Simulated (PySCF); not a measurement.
One formula, C3H12B2N2, several structures.

PySCF, CAM-B3LYP/def2-SVPD, density fitting, gas phase; each molecule at its own PBE0-D3(BJ)/def2-SVP geometry, one conformer. Singlet excitations by full TDDFT with frozen cores, triplets by Tamm–Dancoff TDDFT and ionisation energies by ΔSCF, from the lowest of the holes tried. 

Torsions of the conformers computed, which needn't be the lowest (atom-mapped SMILES):
- `[CH2:1]=[C:2]([CH3:3])[BH-:4]1[NH2+:5][BH2-:6][NH2+:7]1`: C1–C2–B4–N5 114°
- `[BH2-:1]1[NH2+:2][BH-:3]([CH:4]2[CH2:5][CH2:6]2)[NH2+:7]1`: N2–B3–C4–C5 163°
- `[CH2:1]=[CH:2][B@H-:3]1[NH2+:4][B@@H-:5]([CH3:6])[NH2+:7]1`: C1–C2–B3–N4 12°
- `[CH2:1]=[CH:2][B@@H-:3]1[NH2+:4][BH2-:5][N@H+:6]1[CH3:7]`: C1–C2–B3–N4 117°
- `[CH2:1]=[CH:2][B@H-:3]1[NH2+:4][B@H-:5]([CH3:6])[NH2+:7]1`: C1–C2–B3–N4 13°

Reference: `C=C(C)[BH-]1[NH2+][BH2-][NH2+]1`, with HOMO energy -8.27 eV, LUMO energy 0.77 eV, lowest singlet excitation 6.46 eV, lowest triplet excitation 4.28 eV, mean polarisability 83.5 au, dipole moment 0.47 D and vertical ionisation energy 9.02 eV.

Changes against it:

```csv
molecule,Δ electronic energy (kcal/mol),Δ HOMO energy (eV),Δ LUMO energy (eV),Δ lowest singlet excitation (eV),Δ lowest triplet excitation (eV),Δ mean polarisability (au),Δ dipole moment (D),Δ vertical ionisation energy (eV)
C=C[B@@H-]1[NH2+][BH2-][N@H+]1C,+7.9,-0.27,+0.09,+0.32,+0.03,-0.6,+0.05,+0.31
C=C[B@H-]1[NH2+][B@H-](C)[NH2+]1,-5.8,-0.20,+0.03,+0.22,+0.03,-0.1,-0.19,+0.25
```

Rows whose labels were lost:

```
row  Δ electronic energy (kcal/mol)  Δ HOMO energy (eV)  Δ LUMO energy (eV)  Δ lowest singlet excitation (eV)  Δ lowest triplet excitation (eV)  Δ mean polarisability (au)  Δ dipole moment (D)  Δ vertical ionisation energy (eV)
  P                            +4.8               -0.75               +0.11                             +0.79                             +2.76                        -3.5                -0.28                              +0.70
  Q                            -5.9               -0.22               +0.03                             +0.25                             +0.03                        -0.5                -0.18                              +0.27
```

Q: Which row belongs to which of `[BH2-]1[NH2+][BH-](C2CC2)[NH2+]1` and `C=C[B@H-]1[NH2+][B@@H-](C)[NH2+]1`?

A: P = `[BH2-]1[NH2+][BH-](C2CC2)[NH2+]1` and Q = `C=C[B@H-]1[NH2+][B@@H-](C)[NH2+]1`. P and Q are told apart most clearly by the lowest triplet excitation (+2.76 against +0.03 eV); Q comes close to the labelled row of `C=C[B@H-]1[NH2+][B@H-](C)[NH2+]1` in every column.
